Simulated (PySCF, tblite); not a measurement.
C9H13P.
Bonds: C1–C2, C2–C3 (aromatic), C3–C4 (aromatic), C4–C5, C5–C6, C5–C7, C4–C8 (aromatic), C8–C9 (aromatic), C9–P10 (aromatic), C2–P10 (aromatic). Hydrogens: H11, H12, H13 on C1; H14 on C3; H15 on C5; H16, H17, H18 on C6; H19, H20, H21 on C7; H22 on C8; H23 on C9.

Jobs on this species (23 atoms, 82 electrons) with PySCF (density fitting) and tblite. Hardware of each: one thread of an Arm Neoverse V2, on a shared host. Other jobs ran on the host; a repeat could differ by tens of per cent or more.

```
level and settings                                                             work  basis functions  SCF cycles  wall time
          GFN2-xTB                                                L-BFGS relaxation                –           –     0.86 s
     PBE0/pcSseg-1  shieldings, ring-centre shieldings, charges and field gradients              242           ?          ?
          GFN2-xTB                                    Hessian by finite differences                –           –     0.95 s
```

**Question.** Fill in the missing figures.

**Answer.** 
- PBE0/pcSseg-1; shieldings, ring-centre shieldings, charges and field gradients: 50 s, 14 SCF cycles

**Question.** What do all jobs in the table cost together?

**Answer.** About 52 s; the longest takes about 97 % of that, and about 58 times as long as the shortest.
